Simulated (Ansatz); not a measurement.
Reaction (redistribution): `B[SiH2]B[SiH2]C` + `C#C[SiH3]` → `B[SiH2][SiH3]` + `C#CB[SiH2]C`

Computed with Ansatz on PBE0-D4/def2-TZVP structures; ΔE is electronic, products minus reactants. CCSD(T)/CBS is the MP2 limit (def2-TZVPP, def2-QZVPP) plus CCSD(T) − MP2 in def2-TZVPP, frozen cores. Functionals use def2-TZVPP. B3LYP here is the variant with VWN-RPA as its local correlation; programs differ in this. Each species was taken in one conformer, which may not be the lowest.

```csv
level,ΔE (kJ/mol),difference from CCSD(T)/CBS
PBE-D4,-51.9,-15.0
r2SCAN-D4,-48.2,-11.3
PBE0-D4,-49.4,-12.5
B3LYP-D4,-46.8,-9.9
B2PLYP,-44.6,-7.7
r2SCAN,-48.8,-11.9
PBE0,-51.0,-14.1
B3LYP,-49.4,-12.5
HF/def2-TZVPP,-39.2,-2.3
SCS-MP2/def2-TZVPP,-35.6,1.3
CCSD/def2-TZVPP,-36.8,0.1
CCSD(T)/def2-TZVPP,-37.6,-0.7
HF/def2-QZVPP,-38.9,-2.0
MP2/def2-QZVPP,-37.4,-0.5
MP2/CBS(def2),-37.2,-0.3
CCSD/CBS(def2),-36.1,0.8
CCSD(T)/CBS,-36.9,0
```

Largest T1 diagnostic among the species: 0.015.
